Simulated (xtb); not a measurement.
BCl2, SMILES [B](Cl)Cl (connectivity only; charge and spin as stated), charge +1, multiplicity 1. All values are semi-empirical tight-binding results from xtb (GFN2-xTB unless named), good for trends rather than for accurate numbers. Coordinates come from a GFN2-xTB optimisation. The spin state was assumed, not searched. The isomer is the one that the SMILES or the coordinates give; other isomers of the formula were not compared.

Optimised geometry:

```xyz
3

Cl     0.0000     0.0000    -1.5715
B      0.0000     0.0000     0.0000
Cl     0.0000     0.0000     1.5715
```
Charge +1, spin multiplicity 1.

```
Property                                           Value
----------------------------------------  --------------
point group as xtb finds it                          D∞h
orbital gap                                      5.47 eV
zero-point energy                           3.6 kcal/mol
G − E(el) at 298.15 K (modified RRHO)     -11.1 kcal/mol
static polarisability (D4 model)              41.3 bohr³
solvation energy, GFN2-xTB/ALPB(water)    -56.9 kcal/mol
solvation energy, GFN2-xTB/ALPB(acetone)  -49.8 kcal/mol
```

Computed atomic charges and the Wiberg bond orders between heavy atoms:
charges (e) Cl1 0.31, B2 0.39, Cl3 0.31. Bond orders Cl1–B2 1.75, B2–Cl3 1.75.
